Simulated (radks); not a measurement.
Problem. Dy8+, 58 electrons, occupied as [Kr] 4d10 4f8 5s2 5p2 (the NIST ground configuration). Method: Dirac Kohn-Sham, PBE, spin-unpolarised, spherical densities, point nucleus; open shells are shared between the two j in proportion to 2j + 1; computed with a radial shooting solver on a logarithmic mesh with Libxc functionals. Some entries of the table are withheld. Estimate them.

orbital,occ.,eigenvalue (eV),<r> (bohr)
1s1/2,2,-53733.25,0.02111
2s1/2,2,-9050.840,(1)
2p1/2,2,-8613.506,0.07437
2p3/2,4,-7813.185,0.08143
3s1/2,2,-2115.089,0.2341
3p1/2,2,-1924.483,0.2238
3p3/2,4,-1758.251,0.2371
3d3/2,4,-1430.990,0.2096
3d5/2,6,-1394.693,0.2137
4s1/2,2,-520.4547,0.5284
4p1/2,2,-445.1451,0.5383
4p3/2,4,-407.6872,0.5681
4d3/2,4,-283.4979,(2)
4d5/2,6,-276.6361,(3)
5s1/2,2,(4),1.185
5p1/2,0.666667,-137.3202,(5)
5p3/2,1.33333,-130.2990,(6)
4f5/2,3.42857,(7),0.7168
4f7/2,4.57143,(8),0.7234

Solution. 
(1) 2s1/2 <r> (bohr): 0.08921
(2) 4d3/2 <r> (bohr): 0.5968
(3) 4d5/2 <r> (bohr): 0.6070
(4) 5s1/2 eigenvalue (eV): -161.0300
(5) 5p1/2 <r> (bohr): 1.271
(6) 5p3/2 <r> (bohr): 1.331
(7) 4f5/2 eigenvalue (eV): -126.8265
(8) 4f7/2 eigenvalue (eV): -125.7491
